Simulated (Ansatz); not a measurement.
Ansatz (a program for electronic structure) input (RI-MP2/aug-cc-pV(T+d)Z):
A basis named .json is the Basis Set Exchange file of that set.

Ansatz 0.2 input:
```yaml
crystal:
  periodic: [false, false, false]
  atoms:
    - {symbol: Si, position_ang: [2.19006943, -0.31526681, 0.14583738]}
    - {symbol: C, position_ang: [0.30768081, 0.04629427, 0.06799802]}
    - {symbol: C, position_ang: [-0.55841780, 0.60197883, 0.95534755]}
    - {symbol: C, position_ang: [-1.98765638, 0.47018973, 0.49531690]}
    - {symbol: C, position_ang: [-1.83773149, -0.25162872, -0.81602286]}
    - {symbol: C, position_ang: [-0.53236049, -0.48566596, -1.03047217]}
    - {symbol: H, position_ang: [2.54876000, 0.33585034, -1.19775055]}
    - {symbol: H, position_ang: [2.60774987, 0.86695899, 1.02879362]}
    - {symbol: H, position_ang: [-0.28352028, 1.09801482, 1.87736464]}
    - {symbol: H, position_ang: [-2.61923942, -0.09559751, 1.19845878]}
    - {symbol: H, position_ang: [-2.48065121, 1.44570340, 0.36792992]}
    - {symbol: H, position_ang: [-2.66493946, -0.52583701, -1.45862873]}
    - {symbol: H, position_ang: [-0.11821931, -0.99836674, -1.89089540]}
basis:
  gaussian:
    orbitals: aug-cc-pV_T+d_Z.json
    fitting: {mean_field: def2-universal-jkfit, correlation: aug-cc-pVTZ-RIFIT.json}
total_charge: -1
magnetization: {spin_polarized: false}
correlation: {method: mp2, electrons: outside_noble_gas}
```

End of the output:

```
integrals: 0.90 GiB planned
629 factors; integrals over basis functions are off by at most 1.1e0 eV
0.99 GiB of device memory are held for the factors and their scratch space
mean field: 1.90 GiB planned
mean field evaluation 1: about -13121.9861 eV, gradient 3.1e1 eV
mean field evaluation 2: about -13125.0972 eV, gradient 1.2e1 eV
mean field evaluation 4: about -13125.6157 eV, gradient 1.1e0 eV
mean field evaluation 8: about -13125.6233 eV, gradient 9.7e-7 eV
mean field -13125.62330504 eV, -482.3577595932 hartree, gradient 9.7e-7 eV, S^2 0.000000; 1 other end points of the search recorded, 0 dependent functions left out; unrestricted orbitals would lower it
10 core orbitals not correlated
999 factors; their error is unknown
reference -13125.62330504 eV, -482.3577595932 hartree; 16, 16 occupied and 420, 420 virtual orbitals, 999 factors
second order -26.07017139 eV of doubles, -0.00000000 eV of singles
Total energy: -13151.69347643 eV, -483.3158207207 hartree
```

It need not be the lowest isomer of its formula. Whether it binds its extra electron was not tested at this geometry.
